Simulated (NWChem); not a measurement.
The numbers come from NWChem runs, not from measurements. System: As, charge 1, spin multiplicity 3. Its SCF solution wasn't tested for a lower state. Level: UMP2/def2-TZVPD, 9 core orbitals frozen.

Input file:

```
start mol
memory heap 200 mb stack 900 mb global 1100 mb
charge 1
geometry units angstroms nocenter noautoz
  As     0.000000     0.000000     0.000000
  symmetry group D2h
end
basis spherical
  * library def2-tzvpd
end
scf
  uhf
  nopen 2
  maxiter 100
  thresh 1e-7
  semidirect memsize 60000000 filesize 0
  # guess.movecs holds the orbitals of an unrestricted PBE0 run
  vectors input guess.movecs output mol.movecs
end
mp2
  freeze core 9
end
task mp2 energy
```

NWChem printed:

```
             Northwest Computational Chemistry Package (NWChem) 7.3.0
             --------------------------------------------------------

                                NWChem Input Module
                                -------------------

 Scaling coordinates for geometry "geometry" by  1.889725989
 (inverse scale =  0.529177249)

                             Geometry "geometry" -> ""
                             -------------------------

 Output coordinates in angstroms (scale by  1.889725989 to convert to a.u.)

  No.       Tag          Charge          X              Y              Z
 ---- ---------------- ---------- -------------- -------------- --------------
    1 As                  33.0000     0.00000000     0.00000000     0.00000000

 Effective nuclear repulsion energy (a.u.)       0.0000000000

            Nuclear Dipole moment (a.u.)
            ----------------------------
        X                 Y               Z
 ---------------- ---------------- ----------------
     0.0000000000     0.0000000000     0.0000000000

      Symmetry information
      --------------------

 Group name             D2h
 Group number             26
 Group order               8
 No. of unique centers     1

      Symmetry unique atoms

     1


 Summary of "ao basis" -> "" (spherical)
 ------------------------------------------------------------------------------
       Tag                 Description            Shells   Functions and Types
 ---------------- ------------------------------  ------  ---------------------
 *                         def2-tzvpd                 on all atoms

 Summary of "ao basis" -> "ao basis" (spherical)
 ------------------------------------------------------------------------------
       Tag                 Description            Shells   Functions and Types
 ---------------- ------------------------------  ------  ---------------------
 As                        def2-tzvpd               18       54   7s5p5d1f

                                 NWChem SCF Module
                                 -----------------

  ao basis        = "ao basis"
  functions       =    54
  atoms           =     1
  alpha electrons =    17
  beta  electrons =    15
  charge          =   1.00
  wavefunction    = UHF
  use symmetry    = T
  symmetry adapt  = T

 Summary of "ao basis" -> "ao basis" (spherical)
 ------------------------------------------------------------------------------
       Tag                 Description            Shells   Functions and Types
 ---------------- ------------------------------  ------  ---------------------
 As                        def2-tzvpd               18       54   7s5p5d1f

      Symmetry analysis of basis
      --------------------------

        ag         17
        au          1
        b1g         5
        b1u         7
        b2g         5
        b2u         7
        b3g         5
        b3u         7

 Forming initial guess at       0.1s

   Symmetry analysis of molecular orbitals - initial alpha
   -------------------------------------------------------

  Numbering of irreducible representations:

     1 ag          2 au          3 b1g         4 b1u         5 b2g
     6 b2u         7 b3g         8 b3u

  Orbital symmetries:

     1 ag          2 ag          3 b2u         4 b1u         5 b3u
     6 ag          7 b2u         8 b1u         9 b3u        10 ag
    11 b1g        12 b3g        13 ag         14 b2g        15 ag
    16 b3u        17 b1u        18 b2u        19 ag         20 ag
    21 b2g        22 b1g        23 b3g        24 ag         25 b3u
    26 b1u        27 b2u

   Symmetry analysis of molecular orbitals - initial beta
   ------------------------------------------------------

  Numbering of irreducible representations:

     1 ag          2 au          3 b1g         4 b1u         5 b2g
     6 b2u         7 b3g         8 b3u

  Orbital symmetries:

     1 ag          2 ag          3 b2u         4 b1u         5 b3u
     6 ag          7 b2u         8 b1u         9 b3u        10 ag
    11 b1g        12 b3g        13 ag         14 b2g        15 ag
    16 b2u        17 b3u        18 b1u        19 ag         20 ag
    21 b1g        22 b3g        23 ag         24 b2g        25 b2u
    26 b3u        27 b1u

 Starting SCF solution at       0.1s

 ----------------------------------------------
         Quadratically convergent UHF

 Convergence threshold     :          1.000E-07
 Maximum no. of iterations :          100
 Integral*density screening:          1.000E-09
 ----------------------------------------------

              iter       energy          gnorm     gmax       time
             ----- ------------------- --------- --------- --------
                 1    -2233.8391992512  5.50D-01  2.74D-01      1.1
                 2    -2233.8466359236  1.34D-01  3.10D-02      1.1
                 3    -2233.8473451110  2.44D-03  9.65D-04      1.1
                 4    -2233.8473463659  3.33D-06  1.35D-06      1.2
                 5    -2233.8473463659  4.59D-09  1.58D-09      1.2

       Final UHF  results
       ------------------

         Total SCF energy =  -2233.847346365878
      One electron energy =  -3102.766032146417
      Two electron energy =    868.918685780539
 Nuclear repulsion energy =      0.000000000000

                       Sz =      1.0000
                 Sz(Sz+1) =      2.0000
                      S^2 =      2.0095

        Time for solution =      1.1s

       Symmetry analysis of molecular orbitals - alpha
       -----------------------------------------------

  Numbering of irreducible representations:
[...]
  ----- ------------  ---------------      ----- ------------  ---------------
    21      0.554961  1 As py                18      0.527804  1 As py
    12     -0.284984  1 As py

 Vector   19  Occ=0.000000D+00  E=-9.345248D-02  Symmetry=ag
              MO Center=  3.0D-22,  2.4D-20, -7.6D-29, r^2= 7.5D+00
   Bfn.  Coefficient  Atom+Function         Bfn.  Coefficient  Atom+Function
  ----- ------------  ---------------      ----- ------------  ---------------
     7      2.007535  1 As s                  6     -1.480243  1 As s
     5     -0.157186  1 As s

 Vector   20  Occ=0.000000D+00  E=-2.932922D-02  Symmetry=b2g
              MO Center=  1.2D-17,  1.3D-17,  7.1D-18, r^2= 6.5D+00
   Bfn.  Coefficient  Atom+Function         Bfn.  Coefficient  Atom+Function
  ----- ------------  ---------------      ----- ------------  ---------------
    46      0.910212  1 As d  1              36      0.160342  1 As d  1

                     UHF Final Beta Molecular Orbital Analysis
                     -----------------------------------------

 Vector   13  Occ=1.000000D+00  E=-2.467390D+00  Symmetry=b2g
              MO Center=  5.2D-17, -4.7D-18, -2.2D-17, r^2= 1.5D-01
   Bfn.  Coefficient  Atom+Function         Bfn.  Coefficient  Atom+Function
  ----- ------------  ---------------      ----- ------------  ---------------
    26      0.911668  1 As d  1              31      0.189462  1 As d  1

 Vector   14  Occ=1.000000D+00  E=-2.467390D+00  Symmetry=ag
              MO Center= -1.5D-18, -4.4D-18, -1.7D-18, r^2= 1.5D-01
   Bfn.  Coefficient  Atom+Function         Bfn.  Coefficient  Atom+Function
  ----- ------------  ---------------      ----- ------------  ---------------
    25      0.789528  1 As d  0              27     -0.455834  1 As d  2
    30      0.164079  1 As d  0

 Vector   15  Occ=1.000000D+00  E=-9.115001D-01  Symmetry=ag
              MO Center= -8.1D-31, -9.5D-19, -6.8D-31, r^2= 1.2D+00
   Bfn.  Coefficient  Atom+Function         Bfn.  Coefficient  Atom+Function
  ----- ------------  ---------------      ----- ------------  ---------------
     5      0.755105  1 As s                  6      0.486767  1 As s
     4     -0.388039  1 As s                  3     -0.265847  1 As s

 Vector   16  Occ=0.000000D+00  E=-2.956205D-01  Symmetry=b2u
              MO Center= -1.8D-18, -1.4D-16, -3.2D-18, r^2= 2.2D+00
   Bfn.  Coefficient  Atom+Function         Bfn.  Coefficient  Atom+Function
  ----- ------------  ---------------      ----- ------------  ---------------
    21      0.584367  1 As py                18      0.492691  1 As py
    12     -0.280291  1 As py

 Vector   17  Occ=0.000000D+00  E=-2.404057D-01  Symmetry=b1u
              MO Center= -3.7D-17, -6.4D-31, -1.9D-17, r^2= 2.4D+00
   Bfn.  Coefficient  Atom+Function         Bfn.  Coefficient  Atom+Function
  ----- ------------  ---------------      ----- ------------  ---------------
    22      0.638230  1 As pz                19      0.428832  1 As pz
    13     -0.271123  1 As pz

 Vector   18  Occ=0.000000D+00  E=-2.404057D-01  Symmetry=b3u
              MO Center= -1.2D-17, -8.5D-32,  3.2D-17, r^2= 2.4D+00
   Bfn.  Coefficient  Atom+Function         Bfn.  Coefficient  Atom+Function
  ----- ------------  ---------------      ----- ------------  ---------------
    20      0.638230  1 As px                17      0.428832  1 As px
    11     -0.271123  1 As px

 center of mass
 --------------
 x =   0.00000000 y =   0.00000000 z =   0.00000000

 moments of inertia (a.u.)
 ------------------
           0.000000000000           0.000000000000           0.000000000000
           0.000000000000           0.000000000000           0.000000000000
           0.000000000000           0.000000000000           0.000000000000

  Mulliken analysis of the total density
  --------------------------------------

    Atom       Charge   Shell Charges
 -----------   ------   -------------------------------------------------------
    1 As  33    32.00   2.00  2.00  1.18  0.77  1.21  0.88 -0.04  5.99  5.75  0.34  1.25  0.67  8.95  1.07 -0.03  0.02 -0.00  0.00

  Mulliken analysis of the alpha density
  --------------------------------------

    Atom       Charge   Shell Charges
 -----------   ------   -------------------------------------------------------
    1 As  33    17.00   1.00  1.00  0.59  0.38  0.60  0.45 -0.03  3.00  2.89  0.20  1.25  0.67  4.46  0.54 -0.01  0.01 -0.00  0.00

   Mulliken analysis of the beta density
   -------------------------------------

    Atom       Charge   Shell Charges
 -----------   ------   -------------------------------------------------------
    1 As  33    15.00   1.00  1.00  0.59  0.39  0.60  0.43 -0.01  3.00  2.86  0.14 -0.00  0.00  4.49  0.53 -0.02  0.01 -0.00  0.00

   Mulliken analysis of the spin density
   -------------------------------------

    Atom       Charge   Shell Charges
 -----------   ------   -------------------------------------------------------
    1 As  33     2.00  -0.00  0.00  0.00 -0.00  0.00  0.02 -0.01  0.00  0.03  0.06  1.25  0.67 -0.02  0.01  0.01  0.00 -0.00  0.00

       Multipole analysis of the density wrt the origin
       ------------------------------------------------

     L   x y z        total         alpha         beta         nuclear
     -   - - -        -----         -----         ----         -------
     0   0 0 0      1.000000    -17.000000    -15.000000     33.000000

     1   1 0 0     -0.000000      0.000000     -0.000000      0.000000
     1   0 1 0      0.000000      0.000000     -0.000000      0.000000
     1   0 0 1     -0.000000     -0.000000     -0.000000      0.000000

     2   2 0 0    -11.086175     -8.136639     -2.949535      0.000000
     2   1 1 0      0.000000      0.000000     -0.000000      0.000000
     2   1 0 1     -0.000000     -0.000000     -0.000000      0.000000
     2   0 2 0     -8.543460     -5.383574     -3.159886      0.000000
     2   0 1 1     -0.000000     -0.000000     -0.000000      0.000000
     2   0 0 2    -11.086175     -8.136639     -2.949535      0.000000

                   NWChem MP2 Semi-direct Energy/Gradient Module
                   ---------------------------------------------

  Basis functions       =     54
  Molecular orbitals    =     54
  Frozen core           =      9
  Frozen virtuals       =      0
  Active alpha occupied =      8
  Active beta occupied  =      6
  Active alpha virtual  =     37
  Active beta virtual   =     39
  Use MO symmetry       = T
  Use skeleton AO sym   = T

  AO/Fock/Back tols     =   1.0D-09  1.0D-09  1.0D-09

 GA uses MA = F    GA memory limited = T

 Available:
  local mem=  1.26D+08
 global mem=  1.44D+08
 local disk=  0.00D+00
  mp2_memr nvloc                    37
  nvloc new                    37
   1 passes of   8:        3145728                      20742                   1499560.
   1 passes of   8: M    126152001           G      144173368           F     123006273.

 Semi-direct pass number   1 of   1  for UHF alpha       at        1.3s
  vrange nnbf                  1485
  mp2_eaftype                    10  avail_ma_in_mb                  1099
 EAF : mp2_eaftype filesize          10     749780.
  mp2_eaf for mointskh                     10
Node 0 wrote      3.5 Mb in      0.0 s     Agg I/O rate:   637.2 Mb/s
 Done moints_semi at        3.8s
  mp2_eaftype                    10  avail_ma_in_mb                  1089
 EAF : mp2_eaftype filesize          10     749780.
  mp2_eaf for kh                    10
 Done maket at        3.8s
 Done multipass loop at        3.8s

 GA uses MA = F    GA memory limited = T

 Available:
  local mem=  1.26D+08
 global mem=  1.44D+08
 local disk=  0.00D+00
  mp2_memr nvloc                    39
  nvloc new                    39
   1 passes of   6:        3145728                      17643                   1186522.
   1 passes of   6: M    126152001           G      144173368           F     123006273.

 Semi-direct pass number   1 of   1  for UHF beta        at        3.8s
  vrange nnbf                  1485
  mp2_eaftype                    10  avail_ma_in_mb                  1099
 EAF : mp2_eaftype filesize          10     593261.
  mp2_eaf for mointskh                     10
Node 0 wrote      2.8 Mb in      0.0 s     Agg I/O rate:  1888.2 Mb/s
 Done moints_semi at        6.2s
  mp2_eaftype                    10  avail_ma_in_mb                  1089
 EAF : mp2_eaftype filesize          10     593261.
  mp2_eaf for kh                    10
 Done maket at        6.2s
 Done multipass loop at        6.2s

          -------------------------------------------
          SCF energy               -2233.847346365878
          Correlation energy          -0.176270342363
          Singlet pairs                0.000000000000
          Triplet pairs                0.000000000000
          Total MP2 energy         -2234.023616708240
          -------------------------------------------

          ---------------------------------------------------
                    Spin Component Scaled (SCS) MP2
          Same spin pairs                     -0.054910837367
          Same spin scaling factor             0.333333333333
          Opposite spin pairs                 -0.121359504995
          Opposite spin scaling fact.          1.200000000000
          SCS-MP2 correlation energy          -0.163935018450
          Total SCS-MP2 energy             -2234.011281384328
          ---------------------------------------------------

 -----------------------
 Performance information
 -----------------------

 Timer overhead =  2.21D-07 seconds/call

               Nr. of calls         CPU time (s)                 Wall time (s)                GFlops
             ---------------    -------------------     ------------------------------   -------------------
Name         Min   Avg   Max    Min     Avg     Max     Min     Avg     Max   Mx/calls   Min     Max     Sum
mp2: moin     2     2     2    4.8     4.8     4.8      4.8     4.8     4.8     2.4      0.0     0.0     0.0
mp2: make     2     2     2   5.23E-2 5.23E-2 5.23E-2  5.23E-2 5.23E-2 5.23E-2 2.62E-2   0.0     0.0     0.0
mp2: tota     1     1     1    5.0     5.0     5.0      5.0     5.0     5.0     5.0      0.0     0.0     0.0

 The average no. of pstat calls per process was 5.00D+00
 with a timing overhead of 1.10D-06s

 Task  times  cpu:        6.2s     wall:        6.2s

 Total times  cpu:        6.2s     wall:        6.2s
```
